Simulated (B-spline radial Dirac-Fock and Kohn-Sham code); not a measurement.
Core-level shifts of gadolinium with charge state

Level of theory: relaxed Dirac-Fock hole states (ΔSCF) with Breit and QED corrections and a finite nucleus; a radial B-spline solver. Each ion is free and in its tabulated ground configuration. No correlation.

Reference: Gd¹⁵⁺, [Kr] 4d10 4f3, with 3s 2224.1 eV, 3p1/2 2029.9 eV, 4s 709.1 eV, 4p1/2 631.2 eV, 4p3/2 597.4 eV, Kα1 (K-L3) 42994.9 eV, Kβ1 (K-M3) 48690.0 eV, Lℓ (L3-M1) 5357.3 eV. Shifts from it, in eV (a dash: the subshell is empty, belongs to an open shell averaged over j, or its hole state is left out as unreliable):

| ion | configuration | 3s | 3p1/2 | 4s | 4p1/2 | 4p3/2 | Kα1 | Kβ1 | Lℓ |
| --- | --- | --- | --- | --- | --- | --- | --- | --- | --- |
| Gd¹⁶⁺ | [Kr] 4d10 4f2 | +40.7 | +40.6 | +35.9 | +35.6 | +35.0 | -0.99 | -1.98 | -1.12 |
| Gd¹⁷⁺ | [Kr] 4d10 4f1 | +83.1 | +82.9 | +73.0 | +72.2 | +71.1 | -2.06 | -4.01 | -2.22 |
| Gd¹⁸⁺ | [Kr] 4d10 | +127.1 | +126.9 | +111.1 | +109.9 | +108.2 | -3.21 | -6.07 | -3.30 |
| Gd¹⁹⁺ | [Kr] 4d9 | +172.9 | +172.8 | +149.2 | +147.3 | +145.0 | -3.10 | -2.62 | -0.05 |

Over this range M1 (3s) moves by +172.9 eV and Kα1 by -3.1 eV: a line is a difference of two levels that shift in the same direction.

Values without a named source are computed, but for edge energies of neutral atoms, which are taken from tables.
